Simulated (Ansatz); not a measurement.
C6H5BF6O3 (`C[B-]1(O)OC(C(F)(F)F)=CC(C(F)(F)F)=[O+]1`), one more setting.

```yaml
crystal:
  periodic: [false, false, false]
  atoms:
    - {symbol: C, position_ang: [-0.129130, -0.678442, 2.344524]}
    - {symbol: B, position_ang: [0.859064, 0.008020, 1.356389]}
    - {symbol: O, position_ang: [2.120456, 0.439113, 1.911903]}
    - {symbol: O, position_ang: [0.149428, 1.270397, 0.706175]}
    - {symbol: C, position_ang: [-0.628847, 1.181980, -0.314857]}
    - {symbol: C, position_ang: [-1.360955, 2.424988, -0.678117]}
    - {symbol: F, position_ang: [-0.505428, 3.389688, -0.983371]}
    - {symbol: F, position_ang: [-2.159320, 2.105702, -1.635844]}
    - {symbol: F, position_ang: [-2.110932, 2.755977, 0.336820]}
    - {symbol: C, position_ang: [-0.594132, 0.013703, -1.151222]}
    - {symbol: C, position_ang: [0.339270, -0.893441, -0.906839]}
    - {symbol: C, position_ang: [0.633002, -2.064076, -1.879718]}
    - {symbol: F, position_ang: [0.568081, -3.272689, -1.237102]}
    - {symbol: F, position_ang: [1.790777, -1.901832, -2.422249]}
    - {symbol: F, position_ang: [-0.338204, -2.106030, -2.849466]}
    - {symbol: O, position_ang: [1.103819, -0.952837, 0.087841]}
    - {symbol: H, position_ang: [-1.063302, -0.989183, 1.887647]}
    - {symbol: H, position_ang: [0.359644, -1.630184, 2.779352]}
    - {symbol: H, position_ang: [-0.397577, -0.063945, 3.252832]}
    - {symbol: H, position_ang: [2.679293, 0.850811, 1.247633]}
    - {symbol: H, position_ang: [-1.266808, 0.022786, -1.962545]}
basis:
  gaussian: {orbitals: "6-31++G**"}
hamiltonian: {xc: {name: HF}}
correlation: {active_space: {window: {electrons: 2, orbitals: 1}}}
output: {forces: true}
```

```sh
$ ansatz run in.yaml --threads 11 --pin off --events-out ev --progress --plain --max-ram 110592MiB --backend cuda --devices 0, --max-vram 75GiB
```

Shortened log:

```
Functional definition: HF
2858 factors; integrals over basis functions are off by at most 1.0e-3 eV
mean field evaluation 1: about -29270.0112 eV, gradient 8.0e1 eV
mean field evaluation 2: about -29270.2392 eV, gradient 8.1e1 eV
mean field evaluation 4: about -29283.1529 eV, gradient 7.8e0 eV
mean field evaluation 8: about -29283.3388 eV, gradient 6.9e-1 eV
mean field -29283.34054953 eV, -1076.1429162339 hartree, gradient 8.8e-6 eV, S^2 0.000000; 0 other end points of the search recorded, 0 dependent functions left out
reference -29283.34054953 eV, -1076.1429162339 hartree; 62, 62 occupied and 272, 272 virtual orbitals, 2858 factors
state -29283.34054953 eV, -1076.1429162339 hartree
Total energy: -29283.34054953 eV, -1076.1429162339 hartree
Atom 0 at    -0.129130    -0.678442     2.344524 Å, force     0.036955    -1.610762     2.524759 eV/Å
Atom 1 at     0.859064     0.008020     1.356389 Å, force     2.098555     0.776644     0.434148 eV/Å
Atom 2 at     2.120456     0.439113     1.911903 Å, force    -1.232679    -0.236467    -1.850412 eV/Å
Atom 3 at     0.149428     1.270397     0.706175 Å, force    -1.980986    -0.018183    -2.217239 eV/Å
Atom 4 at    -0.628847     1.181980    -0.314857 Å, force     4.684606    -2.670635     1.962232 eV/Å
Atom 5 at    -1.360955     2.424988    -0.678117 Å, force     0.298473    -0.284816     1.190354 eV/Å
Atom 6 at    -0.505428     3.389688    -0.983371 Å, force    -1.071140    -0.525426    -0.115887 eV/Å
Atom 7 at    -2.159320     2.105702    -1.635844 Å, force    -0.824631     0.835168    -2.022874 eV/Å
Atom 8 at    -2.110932     2.755977     0.336820 Å, force    -0.046938     0.967478     0.537184 eV/Å
Atom 9 at    -0.594132     0.013703    -1.151222 Å, force    -2.711282     4.015930     0.494329 eV/Å
Atom 10 at     0.339270    -0.893441    -0.906839 Å, force     2.248593    -3.319660     0.521821 eV/Å
Atom 11 at     0.633002    -2.064076    -1.879718 Å, force    -2.948376    -1.280421     0.171606 eV/Å
Atom 12 at     0.568081    -3.272689    -1.237102 Å, force     0.375486     2.397093    -1.155200 eV/Å
Atom 13 at     1.790777    -1.901832    -2.422249 Å, force     0.432807    -0.297470    -0.352534 eV/Å
Atom 14 at    -0.338204    -2.106030    -2.849466 Å, force     1.780864     0.013002     1.271304 eV/Å
Atom 15 at     1.103819    -0.952837     0.087841 Å, force    -0.144449     1.176315     0.654362 eV/Å
Atom 16 at    -1.063302    -0.989183     1.887647 Å, force    -0.091857    -0.052607    -0.061157 eV/Å
Atom 17 at     0.359644    -1.630184     2.779352 Å, force    -0.809779     1.554409    -0.839465 eV/Å
Atom 18 at    -0.397577    -0.063945     3.252832 Å, force     0.441900    -0.471443    -1.253911 eV/Å
Atom 19 at     2.679293     0.850811     1.247633 Å, force    -0.469558    -0.413757     0.789369 eV/Å
Atom 20 at    -1.266808     0.022786    -1.962545 Å, force    -0.066562    -0.554391    -0.682788 eV/Å
Dipole moment:    -0.420809     0.302305    -0.712048 e Å
```

It took 3 s on 11 threads of an AMD EPYC 7R13 on a shared host and a whole NVIDIA H100 80 GB, with 2 GiB of host memory at the peak.
